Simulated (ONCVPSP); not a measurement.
# Hardness and transferability of assorted potentials

Generated with ld1.x 7.5 (TM, RRKJ, ultrasoft, PAW), atompaw 4.2 or ONCVPSP 4.0.1. The cutoff is in Ry: for ld1.x and atompaw files where the sum of valence levels is converged to 10 mRy in a Bessel basis, for ONCV files where the hardest occupied wave has 1 mHa per electron of residual kinetic energy. The error is the largest all-electron minus pseudo excitation energy over each file’s own four to seven test configurations (ionisations up to +4, promotions, holes and added fractions of an electron), all of which were solved. The labels leave out finer settings (local radius, basis sizes, second energies), which also bear on the numbers. Spin-polarised tests are not counted. The rows are a selection from randomly drawn settings: files with unsolved tests, undetermined cutoffs or missed reference levels are left out.

A true bound ghost makes a file unfit for plane-wave use even where its test errors are small: the radial tests pick states by their node count and pass the ghost by.

| element | potential | cutoff (Ry) | largest error (meV) | bound ghosts |
| --- | --- | --- | --- | --- |
| B | ONCV, PBEsol, scalar-relativistic, rc 1.40/3.65/3.35 (spd), local smoothed, core correction yes, reference 2s2 2p1, qcut 3.8/4.2/2.6, projectors 1/2/2 | 35 | +471 | none |
| Se | ONCV, PBE, scalar-relativistic, rc 1.25/1.50/1.40 (spd), local smoothed, core correction yes, reference 4s2 4p2.5, qcut 4.7/5.9/6.7, projectors 2/3/2 | 78 | +27 | s, p, d |
| Tc | ONCV, LDA (Perdew-Zunger), scalar-relativistic, rc 2.70/2.70/1.35 (spd), local smoothed, core correction yes, reference 4d5 5s2, qcut 2.5/3.7/8.3, projectors 2/2/2 | 48 | -136 | s, p |
| Tc | ONCV, PBE, scalar-relativistic, rc 1.70/1.50/1.40 (spd), local smoothed, core correction no, reference 4s2 4p6 4d4, qcut 6.8/9.9/6.9, projectors 2/2/1 | 60 | +14 | none |
| Os | ONCV, LDA (Perdew-Wang 92), scalar-relativistic, rc 1.95/1.10/1.50 (spd), local smoothed, core correction yes, reference 5p6 5d6 6s2, qcut 2.7/7.2/6.5, projectors 3/1/2 | 152 | +153 | s |
| Pt | ONCV, PBEsol, non-relativistic, rc 1.85/1.85/2.30 (spd), local p, core correction no, reference 5s2 5p6 5d9 6s1, qcut 5.6/6.7/8, projectors 2/0/1 | 37 | +155 | none |

Question: Fill in the row for Tm: ONCV, PW91, scalar-relativistic, rc 2.00/2.80/2.45 (spd), local smoothed, core correction yes, reference 5s2 5p6 5d1 6s1 6p1, qcut 7.4/3.8/7.4, projectors 2/2/1.

Answer: cutoff 33 Ry, largest error -473 meV, bound ghosts: none.
